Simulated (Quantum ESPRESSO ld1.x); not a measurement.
Question: All-electron atom: the lutetium ion Lu+ in [Xe] 4f14 6s1 7d1 (not the ground configuration). All-electron calculation, Dirac Kohn-Sham, PBE, spin-unpolarised, spherical densities, point nucleus; open shells are shared between the two j in proportion to 2j + 1. Program: ld1.x of Quantum ESPRESSO 7.5.

Spin-orbit splittings of the eigenvalues, e(l+1/2) - e(l-1/2), with zeta = 2 splitting/(2l+1) and mean radii in bohr:

shell  occ.  splitting (eV)  zeta (eV)  <r> j=l-1/2  <r> j=l+1/2
2p        6            1118      745.1      0.06740      0.07502
3p        6               ?          ?       0.2020       0.2162
3d       10           52.04      20.82       0.1898       0.1942
4p        6           54.22      36.15       0.4850       0.5177
4d       10           9.895      3.958       0.5410       0.5525
4f       14           1.526     0.4359       0.7118       0.7267
5p        6           7.001      4.667        1.306        1.412
7d        1         0.02773    0.01109        12.28        12.33

Estimate the 3p splitting.

Answer: 238.4 eV (zeta = 158.9 eV).
